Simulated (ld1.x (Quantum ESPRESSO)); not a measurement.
# Reading a pseudo-wave (Re)

Columns: radius, all-electron u(r) and pseudo u(r) of the 5d shell (level -5.37 eV) of rhenium in the configuration [Kr] 4d10 4f14 5s2 5p6 5d5 6s2 6p0; PBE, scalar-relativistic, PAW scheme, ld1.x (Quantum ESPRESSO) 7.5.

| r (bohr) | all-electron | pseudo |
| --- | --- | --- |
| 0.123 | 0.2263 | 0.0011 |
| 0.245 | -0.1296 | 0.0085 |
| 0.368 | -0.3470 | 0.0276 |
| 0.490 | -0.2459 | 0.0619 |
| 0.613 | -0.0073 | 0.1133 |
| 0.735 | 0.2382 | 0.1800 |
| 0.858 | 0.4430 | 0.2595 |
| 0.980 | 0.5915 | 0.3456 |
| 1.103 | 0.6902 | 0.4330 |
| 1.225 | 0.7465 | 0.5138 |
| 1.348 | 0.7715 | 0.5832 |
| 1.470 | 0.7735 | 0.6355 |
| 1.593 | 0.7594 | 0.6689 |
| 1.715 | 0.7350 | 0.6825 |
| 1.838 | 0.7037 | 0.6781 |
| 1.960 | 0.6688 | 0.6590 |
| 2.083 | 0.6318 | 0.6295 |
| 2.205 | 0.5945 | 0.5946 |
| 2.328 | 0.5574 | 0.5575 |
| 2.450 | 0.5214 | 0.5214 |
| 2.573 | 0.4865 | 0.4865 |
| 2.695 | 0.4535 | 0.4535 |
| 2.818 | 0.4218 | 0.4218 |
| 2.940 | 0.3922 | 0.3922 |
| 3.063 | 0.3640 | 0.3640 |
| 3.185 | 0.3377 | 0.3377 |

**Question.** How many radial nodes do the two functions have?

**Answer.** The all-electron 5d function has n − l − 1 = 2; the pseudo-wave has 0, since the states of the same l below it are removed with the core.

**Question.** At about which radius was the pseudo-wave matched?

**Answer.** 2.45 bohr. The columns agree to 0.0005 from 2.21 bohr on; several derivatives are matched, so the curves merge somewhat inside the radius.

**Question.** Where does each function peak?

**Answer.** Outermost all-electron maximum near 1.47 bohr, pseudo maximum near 1.72 bohr (to the table’s step).

**Question.** Is the pseudo-wave norm-conserving?

**Answer.** No, it belongs to a PAW set: the norm inside the radius is not constrained, and the difference is carried by the augmentation charge.
